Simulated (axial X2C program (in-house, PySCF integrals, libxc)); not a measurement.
Correcting the dissociation energy of SnBr⁺ for spin–orbit coupling

A spin-free CCSD(T) curve (one-electron X2C) was computed with an in-house relativistic program for diatomic molecules, basis Sn dyall-cv3z [11s12p9d4f1g], Br dyall-cv3z [8s9p6d4f1g] (cores contracted in-house), for the state M_S = 0, Λ = 0 (closed shell). It gives D0 = 3.661 eV to Sn+ + Br, which in a spin-free picture are the weighted means of the ground terms.

Correlated methods: 10 electrons correlated (number of frozen shells: Sn 4 s, 3 p, 2 d; Br 3 s, 2 p, 1 d), 274 virtual spin orbitals or spinors in MP2, 88 natural virtuals in coupled cluster.

Measured levels of the ground terms (NIST Handbook of Basic Atomic Spectroscopic Data), in cm⁻¹: Sn+ 2P: J = 1/2 at 0, J = 3/2 at 4251.5; Br 2P: J = 3/2 at 0, J = 1/2 at 3685.2.

The molecular state has Λ = 0, so it has no first-order lowering.

(1) How far does each ground level lie under the (2J+1)-weighted mean of its term?

(2) Correct D0.

Second-order spin–orbit effects in the molecule, which grow quickly with Z, are left out. The state is one determinant whose occupation by symmetry is held fixed; it was picked as the lowest of a PBE0 search that is not exhaustive. De is counted from the lowest determinant-based energies of the atoms at the same level, without counterpoise correction. Coupled cluster ran in a truncated set of natural virtual spinors; the MP2 energy of the rest was added. (T) has no such correction and the atoms are truncated less, which lowers De at CCSD(T) by a hundredth of an eV or more. With the outer-core shells frozen, correlated bond lengths of heavy atoms tend to come out a few hundredths of an ångström too long.

Answers

(1) Sn+: (2 × 0 + 4 × 4251.5)/6 = 2834 cm⁻¹; Br: (4 × 0 + 2 × 3685.2)/6 = 1228 cm⁻¹.

(2) D0 = 3.661 + (0 − 4062)/8065.5 = 3.157 eV at CCSD(T) with these spin–orbit terms. The direct two-component run gives 3.226 eV; the difference holds second-order terms in the molecule, scalar two-electron terms, the gap between measured and computed atomic splittings (a 2c atom can miss part of its lowering) and, in coupled cluster, the truncation of each run.
